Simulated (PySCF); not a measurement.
SeSBr₂: fields on a plane

Level of theory: PySCF, PBE, basis Se def2-SVP, S def2-SVP, Br def2-SVP (no relativity, density fitting).

The singlet minimum has Se–Br 2.471 Å (×2), Se–S 2.046 Å; Br–Se–Br 99.4°, Br–Se–S 109.5° (×2).

The plane holds Se1 at (0.00, 0.00), S2 at (2.05, 0.00), Br3 at (-0.83, 2.33) Å. Columns run from x = -2.85 to 4.35 Å, rows from y = 4.65 (top) to -1.95 Å, in steps of 0.3 Å. Other isomers or separated fragments may lie lower.

Problem. Give the electron density (e/Å³) (cut at 5 e/Å³). Every second row and column.

Solution. 
```
0.00 0.00 0.00 0.00 0.00 0.00 0.00 0.00 0.00 0.00 0.00 0.00 0.00
0.00 0.00 0.02 0.03 0.03 0.02 0.00 0.00 0.00 0.00 0.00 0.00 0.00
0.00 0.03 0.11 0.29 0.29 0.10 0.02 0.00 0.00 0.00 0.00 0.00 0.00
0.01 0.09 0.61 2.76 1.90 0.45 0.06 0.01 0.00 0.00 0.00 0.00 0.00
0.02 0.14 1.11 5.00 5.00 0.68 0.08 0.01 0.00 0.00 0.00 0.00 0.00
0.01 0.08 0.51 1.40 1.15 0.35 0.07 0.04 0.05 0.04 0.01 0.00 0.00
0.00 0.03 0.10 0.29 0.52 0.47 0.23 0.22 0.41 0.27 0.07 0.01 0.00
0.00 0.01 0.04 0.30 1.78 5.00 0.88 0.92 2.35 1.13 0.20 0.02 0.00
0.00 0.01 0.04 0.40 5.00 5.00 1.22 1.18 5.00 1.52 0.25 0.03 0.00
0.00 0.00 0.03 0.19 0.78 0.99 0.47 0.54 1.03 0.63 0.12 0.02 0.00
0.00 0.00 0.01 0.04 0.11 0.13 0.09 0.10 0.15 0.10 0.03 0.00 0.00
0.00 0.00 0.00 0.01 0.01 0.01 0.01 0.01 0.02 0.01 0.00 0.00 0.00
```

Problem. Give the electrostatic potential (V) (cut at 20 V). Every second row and column.

Solution. 
```
 0.0  0.1  0.2  0.2  0.1 -0.1 -0.2 -0.2 -0.1 -0.1 -0.1 -0.1  0.0
 0.0  0.2  0.7  1.0  0.6  0.0 -0.3 -0.2 -0.2 -0.1 -0.1 -0.1  0.0
 0.0  0.6  3.1  7.5  5.6  1.0 -0.3 -0.3 -0.2 -0.1 -0.1 -0.1  0.0
-0.1  1.1 13.2 20.0 20.0  6.2  0.1 -0.3 -0.2 -0.1 -0.1 -0.1  0.0
-0.3  1.2 20.0 20.0 20.0 12.1  0.8  0.0 -0.1 -0.1 -0.1  0.0  0.0
-0.3  0.4  8.1 20.0 20.0  7.2  1.8  0.7  0.4  0.2  0.0  0.0  0.0
 0.0  0.3  2.1  6.7 12.0 13.1  6.4  4.5  7.1  4.3  1.1  0.3  0.1
 0.2  0.6  2.2  9.8 20.0 20.0 20.0 20.0 20.0 20.0  4.9  0.8  0.3
 0.3  0.8  2.5 11.9 20.0 20.0 20.0 20.0 20.0 20.0  7.0  1.1  0.4
 0.3  0.7  1.7  5.7 20.0 20.0 12.8 10.1 20.0 14.0  3.0  0.7  0.3
 0.2  0.4  0.9  2.0  4.1  5.1  3.1  1.7  1.9  1.4  0.6  0.3  0.2
 0.2  0.3  0.5  0.8  1.2  1.4  1.0  0.5  0.1  0.1  0.1  0.1  0.1
```
